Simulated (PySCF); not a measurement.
# Computed records: FH2Si

All values are calculated (PySCF 2.14.0). Calculation on a computer-drawn molecule: vertical ionisation energy to the stated ion spin, frozen-core CCSD(T) at the basis limit and cheaper methods, single-reference cases, UHF for radicals, no spin-orbit; all values are single points at the evaluated structure, the first of each entry, which is the reference or a displaced copy of it and isn't optimised; the reference structure only sets the zero of the energies above reference; triples share is (T) over the correlation energy.

Common to all runs: charge 1; multiplicity 1; ion multiplicity 2; diffuse functions no; basis cc-pV(n+d)Z; reference is the Hartree-Fock double-zeta minimum; best is HF at quadruple zeta + MP2 correlation extrapolated from triple and quadruple zeta + CCSD(T) minus MP2 at triple zeta; basis step is the size of the change from the same recipe one zeta lower.

(1) 
```xyz
4
formula=FH2Si ionisation_energy_best=20.88 ionisation_energy_basis_step=0.02608 energy_above_reference_best=26.23 energy_above_reference_basis_step=0.1653 ionisation_energy_Koopmans_at_triple_zeta=20.98 ionisation_energy_EOM_CCSD_at_triple_zeta=20.84 total_energy_HF_triple_zeta=-389.2823 total_energy_CCSD(T)_triple_zeta=-389.6558 total_energy_best=-389.7219 T1_diagnostic_at_triple_zeta=0.01335 D1_diagnostic_at_triple_zeta=0.03489 ion_T1_diagnostic_at_triple_zeta=0.03056 ion_D1_diagnostic_at_triple_zeta=0.1224 ion_spin_squared_at_triple_zeta=0.7665 triples_share_at_triple_zeta=0.02623 basis_functions_triple_zeta=97
F     -0.4325     1.0332     0.5827
Si     0.8759     0.9445     1.2943
H      1.1332    -0.1103     1.8675
H      1.6990     2.3617     1.4856
```

Units: ionisation_energy_best, ionisation_energy_basis_step, ionisation_energy_Koopmans_at_triple_zeta, ionisation_energy_EOM_CCSD_at_triple_zeta in eV; energy_above_reference_best, energy_above_reference_basis_step in kcal/mol; total_energy_HF_triple_zeta, total_energy_CCSD(T)_triple_zeta, total_energy_best in hartree.

Reference structure:
```xyz
4
FH2Si
F     -0.4670     1.0251     0.6251
Si     0.8621     0.9942     1.4253
H      1.2307    -0.2919     1.9930
H      1.5801     2.2550     1.5114
```

Drawn bonds:
| atom | other atom | order |
| --- | --- | --- |
| 1 | 2 | 1 |
| 2 | 3 | 1 |
| 2 | 4 | 1 |

Triple zeta:
| method | ionisation energy (eV) | energy above reference (kcal/mol) |
| --- | --- | --- |
| HF | 20.04 | 25.39 |
| PBE | 20.26 | 27.21 |
| r2SCAN | 20.37 | 26.29 |
| B3LYP | 20.6 | 26.19 |
| wB97X | 20.71 | 26.34 |
| MP2 | 20.65 | 26.61 |
| CCSD | 20.8 | 25.97 |
| CCSD(T) | 20.76 | 26.21 |

(2) 
```xyz
4
formula=FH2Si ionisation_energy_best=20.64 ionisation_energy_basis_step=0.02683 energy_above_reference_best=9.166 energy_above_reference_basis_step=0.4319 ionisation_energy_Koopmans_at_triple_zeta=20.74 ionisation_energy_EOM_CCSD_at_triple_zeta=20.6 total_energy_HF_triple_zeta=-389.3087 total_energy_CCSD(T)_triple_zeta=-389.6828 total_energy_best=-389.7491 T1_diagnostic_at_triple_zeta=0.01349 D1_diagnostic_at_triple_zeta=0.03478 ion_T1_diagnostic_at_triple_zeta=0.03068 ion_D1_diagnostic_at_triple_zeta=0.1151 ion_spin_squared_at_triple_zeta=0.7894 triples_share_at_triple_zeta=0.02663 basis_functions_triple_zeta=97
F     -0.4325     1.0332     0.5827
Si     0.8759     0.9445     1.2943
H      1.1681    -0.2537     1.9454
H      1.6990     2.3617     1.4856
```

Units: ionisation_energy_best, ionisation_energy_basis_step, ionisation_energy_Koopmans_at_triple_zeta, ionisation_energy_EOM_CCSD_at_triple_zeta in eV; energy_above_reference_best, energy_above_reference_basis_step in kcal/mol; total_energy_HF_triple_zeta, total_energy_CCSD(T)_triple_zeta, total_energy_best in hartree.

Reference structure:
```xyz
4
FH2Si
F     -0.4670     1.0251     0.6251
Si     0.8621     0.9942     1.4253
H      1.2307    -0.2919     1.9930
H      1.5801     2.2550     1.5114
```

Drawn bonds:
| atom | other atom | order |
| --- | --- | --- |
| 1 | 2 | 1 |
| 2 | 3 | 1 |
| 2 | 4 | 1 |

Triple zeta:
| method | ionisation energy (eV) | energy above reference (kcal/mol) |
| --- | --- | --- |
| HF | 19.82 | 8.82 |
| PBE | 20.02 | 9.02 |
| r2SCAN | 20.13 | 8.945 |
| B3LYP | 20.34 | 9.19 |
| wB97X | 20.47 | 9.302 |
| MP2 | 20.44 | 9.941 |
| CCSD | 20.56 | 9.125 |
| CCSD(T) | 20.52 | 9.258 |

(3) 
```xyz
4
formula=FH2Si ionisation_energy_best=20.49 ionisation_energy_basis_step=0.02587 energy_above_reference_best=8.003 energy_above_reference_basis_step=0.517 ionisation_energy_Koopmans_at_triple_zeta=20.59 ionisation_energy_EOM_CCSD_at_triple_zeta=20.45 total_energy_HF_triple_zeta=-389.3100 total_energy_CCSD(T)_triple_zeta=-389.6846 total_energy_best=-389.7510 T1_diagnostic_at_triple_zeta=0.01359 D1_diagnostic_at_triple_zeta=0.03475 ion_T1_diagnostic_at_triple_zeta=0.0308 ion_D1_diagnostic_at_triple_zeta=0.1079 ion_spin_squared_at_triple_zeta=0.8073 triples_share_at_triple_zeta=0.02684 basis_functions_triple_zeta=97
F     -0.4325     1.0332     0.5827
Si     0.8759     0.9445     1.2943
H      1.1839    -0.3182     1.9805
H      1.6990     2.3617     1.4856
```

Units: ionisation_energy_best, ionisation_energy_basis_step, ionisation_energy_Koopmans_at_triple_zeta, ionisation_energy_EOM_CCSD_at_triple_zeta in eV; energy_above_reference_best, energy_above_reference_basis_step in kcal/mol; total_energy_HF_triple_zeta, total_energy_CCSD(T)_triple_zeta, total_energy_best in hartree.

Reference structure:
```xyz
4
FH2Si
F     -0.4670     1.0251     0.6251
Si     0.8621     0.9942     1.4253
H      1.2307    -0.2919     1.9930
H      1.5801     2.2550     1.5114
```

Drawn bonds:
| atom | other atom | order |
| --- | --- | --- |
| 1 | 2 | 1 |
| 2 | 3 | 1 |
| 2 | 4 | 1 |

Triple zeta:
| method | ionisation energy (eV) | energy above reference (kcal/mol) |
| --- | --- | --- |
| HF | 19.68 | 8.035 |
| PBE | 19.88 | 7.225 |
| r2SCAN | 19.99 | 7.584 |
| B3LYP | 20.19 | 7.936 |
| wB97X | 20.32 | 8.126 |
| MP2 | 20.32 | 9 |
| CCSD | 20.41 | 8.039 |
| CCSD(T) | 20.37 | 8.113 |

(4) 
```xyz
4
formula=FH2Si ionisation_energy_best=20.19 ionisation_energy_basis_step=0.02363 energy_above_reference_best=11.34 energy_above_reference_basis_step=0.601 ionisation_energy_Koopmans_at_triple_zeta=20.25 ionisation_energy_EOM_CCSD_at_triple_zeta=20.15 total_energy_HF_triple_zeta=-389.3033 total_energy_CCSD(T)_triple_zeta=-389.6793 total_energy_best=-389.7457 T1_diagnostic_at_triple_zeta=0.01382 D1_diagnostic_at_triple_zeta=0.03473 ion_T1_diagnostic_at_triple_zeta=0.03145 ion_D1_diagnostic_at_triple_zeta=0.09497 ion_spin_squared_at_triple_zeta=0.8374 triples_share_at_triple_zeta=0.02725 basis_functions_triple_zeta=97
F     -0.4325     1.0332     0.5827
Si     0.8759     0.9445     1.2943
H      1.2105    -0.4273     2.0397
H      1.6990     2.3617     1.4856
```

Units: ionisation_energy_best, ionisation_energy_basis_step, ionisation_energy_Koopmans_at_triple_zeta, ionisation_energy_EOM_CCSD_at_triple_zeta in eV; energy_above_reference_best, energy_above_reference_basis_step in kcal/mol; total_energy_HF_triple_zeta, total_energy_CCSD(T)_triple_zeta, total_energy_best in hartree.

Reference structure:
```xyz
4
FH2Si
F     -0.4670     1.0251     0.6251
Si     0.8621     0.9942     1.4253
H      1.2307    -0.2919     1.9930
H      1.5801     2.2550     1.5114
```

Drawn bonds:
| atom | other atom | order |
| --- | --- | --- |
| 1 | 2 | 1 |
| 2 | 3 | 1 |
| 2 | 4 | 1 |

Triple zeta:
| method | ionisation energy (eV) | energy above reference (kcal/mol) |
| --- | --- | --- |
| HF | 19.34 | 12.25 |
| PBE | 19.62 | 9.423 |
| r2SCAN | 19.71 | 10.55 |
| B3LYP | 19.9 | 11.02 |
| wB97X | 20.03 | 11.51 |
| MP2 | 20.04 | 12.79 |
| CCSD | 20.11 | 11.49 |
| CCSD(T) | 20.07 | 11.44 |

(5) 
```xyz
4
formula=FH2Si ionisation_energy_best=19.31 ionisation_energy_basis_step=0.02356 energy_above_reference_best=32.27 energy_above_reference_basis_step=0.5308 ionisation_energy_Koopmans_at_triple_zeta=19.16 ionisation_energy_EOM_CCSD_at_triple_zeta=19.26 total_energy_HF_triple_zeta=-389.2642 total_energy_CCSD(T)_triple_zeta=-389.6461 total_energy_best=-389.7123 T1_diagnostic_at_triple_zeta=0.01485 D1_diagnostic_at_triple_zeta=0.03489 ion_T1_diagnostic_at_triple_zeta=0.03017 ion_D1_diagnostic_at_triple_zeta=0.07367 ion_spin_squared_at_triple_zeta=0.8444 triples_share_at_triple_zeta=0.02859 basis_functions_triple_zeta=97
F     -0.4325     1.0332     0.5827
Si     0.8759     0.9445     1.2943
H      1.2754    -0.6936     2.1845
H      1.6990     2.3617     1.4856
```

Units: ionisation_energy_best, ionisation_energy_basis_step, ionisation_energy_Koopmans_at_triple_zeta, ionisation_energy_EOM_CCSD_at_triple_zeta in eV; energy_above_reference_best, energy_above_reference_basis_step in kcal/mol; total_energy_HF_triple_zeta, total_energy_CCSD(T)_triple_zeta, total_energy_best in hartree.

Reference structure:
```xyz
4
FH2Si
F     -0.4670     1.0251     0.6251
Si     0.8621     0.9942     1.4253
H      1.2307    -0.2919     1.9930
H      1.5801     2.2550     1.5114
```

Drawn bonds:
| atom | other atom | order |
| --- | --- | --- |
| 1 | 2 | 1 |
| 2 | 3 | 1 |
| 2 | 4 | 1 |

Triple zeta:
| method | ionisation energy (eV) | energy above reference (kcal/mol) |
| --- | --- | --- |
| HF | 18.23 | 36.75 |
| PBE | 18.81 | 27.88 |
| r2SCAN | 18.85 | 30.87 |
| B3LYP | 19.03 | 31.43 |
| wB97X | 19.1 | 33.49 |
| MP2 | 19.05 | 35.49 |
| CCSD | 19.19 | 32.77 |
| CCSD(T) | 19.18 | 32.3 |

(6) 
```xyz
4
formula=FH2Si ionisation_energy_best=20.28 ionisation_energy_basis_step=0.03626 energy_above_reference_best=27.52 energy_above_reference_basis_step=0.3246 ionisation_energy_Koopmans_at_triple_zeta=20.32 ionisation_energy_EOM_CCSD_at_triple_zeta=20.24 total_energy_HF_triple_zeta=-389.2749 total_energy_CCSD(T)_triple_zeta=-389.6540 total_energy_best=-389.7199 T1_diagnostic_at_triple_zeta=0.01532 D1_diagnostic_at_triple_zeta=0.04073 ion_T1_diagnostic_at_triple_zeta=0.03079 ion_D1_diagnostic_at_triple_zeta=0.1197 ion_spin_squared_at_triple_zeta=0.761 triples_share_at_triple_zeta=0.02811 basis_functions_triple_zeta=97
F     -0.5524     1.0777     0.6357
Si     0.8540     0.7932     1.2806
H      1.2194    -0.2833     1.8613
H      1.5768     2.3481     1.5657
```

Units: ionisation_energy_best, ionisation_energy_basis_step, ionisation_energy_Koopmans_at_triple_zeta, ionisation_energy_EOM_CCSD_at_triple_zeta in eV; energy_above_reference_best, energy_above_reference_basis_step in kcal/mol; total_energy_HF_triple_zeta, total_energy_CCSD(T)_triple_zeta, total_energy_best in hartree.

Reference structure:
```xyz
4
FH2Si
F     -0.4670     1.0251     0.6251
Si     0.8621     0.9942     1.4253
H      1.2307    -0.2919     1.9930
H      1.5801     2.2550     1.5114
```

Drawn bonds:
| atom | other atom | order |
| --- | --- | --- |
| 1 | 2 | 1 |
| 2 | 3 | 1 |
| 2 | 4 | 1 |

Triple zeta:
| method | ionisation energy (eV) | energy above reference (kcal/mol) |
| --- | --- | --- |
| HF | 19.36 | 30.02 |
| PBE | 19.72 | 25.85 |
| r2SCAN | 19.8 | 27.11 |
| B3LYP | 20.03 | 26.94 |
| wB97X | 20.11 | 27.73 |
| MP2 | 20 | 28.17 |
| CCSD | 20.19 | 27.65 |
| CCSD(T) | 20.15 | 27.35 |
